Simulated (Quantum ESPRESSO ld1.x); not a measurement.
Input (ld1.x (Quantum ESPRESSO 7.5)):

```
 &input
    atom='Tb',
    iswitch=1,
    rel=2,
    dft='OLYP',
    config='[Ar] 3d5 4p2 4s0 4d0',
    rel_dist='energy',
    verbosity='high',
    lsmall=.true.,
    prefix='ld1',
    max_out_wfc=37,
    file_charge='ld1.rho',
 /
```

Standard output:

```
     Program LD1 v.7.5 starts

     Message from routine set_dft_from_name:
     OPTX untested! please test
     Message from routine set_dft_from_name:
     OPTX untested! please test
     --------------------------- All-electron run ----------------------------

     dirac relativistic calculation

     atomic number is 65.00
     dft =OLYP   lsd =0 sic =0 latt =0  beta=0.20 tr2=1.0E-14
     Exchange-correlation= OLYP
                           (   0   3   6   3   0   0   0)
     mesh =2099 r(mesh) = 100.44524 a.u. xmin = -8.00 dx = 0.00800
     1 Ry =  13.60569312 eV, c = 137.03599908

     n l j   nl                  e(Ry)          e(Ha)          e(eV)
     Spin orbit split results
     1 0 0.5 1S 1( 2.00)   -3963.564854481   -1981.782427241 -53927.0470832
     2 0 0.5 2S 1( 2.00)    -784.517260134    -392.258630067 -10673.9010911
     2 1 0.5 2P 1( 2.00)    -754.211987663    -377.105993831 -10261.5768538
     2 1 1.5 2P 1( 4.00)    -698.883078287    -349.441539143  -9508.7886920
     3 0 0.5 3S 1( 2.00)    -276.670973177    -138.335486588  -3764.3003571
     3 1 0.5 3P 1( 2.00)    -264.344056016    -132.172028008  -3596.5841050
     3 1 1.5 3P 1( 4.00)    -251.533560382    -125.766780191  -3422.2884327
     3 2 1.5 3D 1( 4.00)    -231.964540061    -115.982270031  -3156.0383475
     3 2 2.5 3D 1( 1.00)    -229.031074543    -114.515537272  -3116.1265159
     4 1 0.5 4P 1( 2.00)    -131.509469693     -65.754734846  -1789.2774874
     4 1 1.5 4P 1( 0.00)    -127.083910946     -63.541955473  -1729.0646932
     4 0 0.5 4S 1( 0.00)    -136.776234975     -68.388117488  -1860.9354796
     4 2 1.5 4D 1( 0.00)    -118.992874336     -59.496437168  -1618.9805320
     4 2 2.5 4D 1( 0.00)    -117.972137053     -58.986068527  -1605.0926938
     Averaged results
     1 0     1S 1( 2.00)   -3963.564854481   -1981.782427241 -53927.0470832
     2 0     2S 1( 2.00)    -784.517260134    -392.258630067 -10673.9010911
     2 1     2P 1( 6.00)    -717.326048079    -358.663024039  -9759.7180793
     3 0     3S 1( 2.00)    -276.670973177    -138.335486588  -3764.3003571
     3 1     3P 1( 6.00)    -255.803725593    -127.901862797  -3480.3869901
     3 2     3D 1( 5.00)    -230.204460751    -115.102230375  -3132.0912485
     4 1     4P 1( 2.00)    -128.559097195     -64.279548597  -1749.1356246
     4 0     4S 1( 0.00)    -136.776234975     -68.388117488  -1860.9354796
     4 2     4D 1( 0.00)    -118.380431966     -59.190215983  -1610.6478291

     final scf error:  6.1E-15 reached in  45 iterations

     Etot =  -20973.269036 Ry,  -10486.634518 Ha, -285355.862294 eV

     Ekin =   23167.662351 Ry,   11583.831175 Ha,  315212.104321 eV
     Encl =  -47554.833647 Ry,  -23777.416824 Ha, -647016.473121 eV
     Eh   =    3779.201134 Ry,    1889.600567 Ha,   51418.650878 eV
     Exc  =    -365.298874 Ry,    -182.649437 Ha,   -4970.144372 eV

     normalization and overlap integrals

     s(1S/1S) =  1.000000  <r> =   0.0215  <r2> =    0.0006  r(max) =   0.0136
     LC norm =  0.94122282 + SC norm =  0.05877718 =  1.00000000
     s(1S/2S) = -0.000000
     s(1S/3S) = -0.000000
     s(1S/4S) =  0.000000
     s(2S/2S) =  1.000000  <r> =   0.0905  <r2> =    0.0097  r(max) =   0.0774
     LC norm =  0.98685877 + SC norm =  0.01314123 =  1.00000000
     s(2S/3S) =  0.000000
     s(2S/4S) =  0.000000
     s(2P/2P) =  1.000000  <r> =   0.0755  <r2> =    0.0070  r(max) =   0.0590
     LC norm =  0.98684445 + SC norm =  0.01315555 =  1.00000000
     s(2P/3P) =  0.000000
     s(2P/4P) =  0.000000
     s(2P/2P) =  1.000000  <r> =   0.0824  <r2> =    0.0082  r(max) =   0.0644
     LC norm =  0.98780872 + SC norm =  0.01219128 =  1.00000000
     s(2P/3P) =  0.000000
     s(2P/4P) =  0.000000
     s(3S/3S) =  1.000000  <r> =   0.2284  <r2> =    0.0596  r(max) =   0.2139
     LC norm =  0.99539537 + SC norm =  0.00460463 =  1.00000000
     s(3S/4S) =  0.000000
     s(3P/3P) =  1.000000  <r> =   0.2170  <r2> =    0.0546  r(max) =   0.2006
     LC norm =  0.99545717 + SC norm =  0.00454283 =  1.00000000
     s(3P/4P) =  0.000000
     s(3P/3P) =  1.000000  <r> =   0.2283  <r2> =    0.0602  r(max) =   0.2122
     LC norm =  0.99570952 + SC norm =  0.00429048 =  1.00000000
     s(3P/4P) =  0.000000
     s(3D/3D) =  1.000000  <r> =   0.1989  <r2> =    0.0460  r(max) =   0.1656
     LC norm =  0.99585324 + SC norm =  0.00414676 =  1.00000000
     s(3D/4D) =  0.000000
     s(3D/3D) =  1.000000  <r> =   0.2024  <r2> =    0.0475  r(max) =   0.1696
     LC norm =  0.99592492 + SC norm =  0.00407508 =  1.00000000
     s(3D/4D) =  0.000000
     s(4P/4P) =  1.000000  <r> =   0.4423  <r2> =    0.2217  r(max) =   0.4394
     LC norm =  0.99792635 + SC norm =  0.00207365 =  1.00000000
     s(4P/4P) =  1.000000  <r> =   0.4583  <r2> =    0.2379  r(max) =   0.4573
     LC norm =  0.99800933 + SC norm =  0.00199067 =  1.00000000
     s(4S/4S) =  1.000000  <r> =   0.4476  <r2> =    0.2254  r(max) =   0.4465
     LC norm =  0.99788392 + SC norm =  0.00211608 =  1.00000000
     s(4D/4D) =  1.000000  <r> =   0.4399  <r2> =    0.2215  r(max) =   0.4324
     LC norm =  0.99809982 + SC norm =  0.00190018 =  1.00000000
     s(4D/4D) =  1.000000  <r> =   0.4445  <r2> =    0.2260  r(max) =   0.4394
     LC norm =  0.99812266 + SC norm =  0.00187734 =  1.00000000

     LC charge = 24.72082071 + SC charge =  0.27917929 = 25.00000000

     ------------------------ End of All-electron run ------------------------
```

Run on one thread of a shared host, so times are rough (Intel(R) Xeon(R) Processor @ 2.60GHz): 0.81 s of CPU time, 0.85 s wall, 45 iterations on 2099 mesh points.
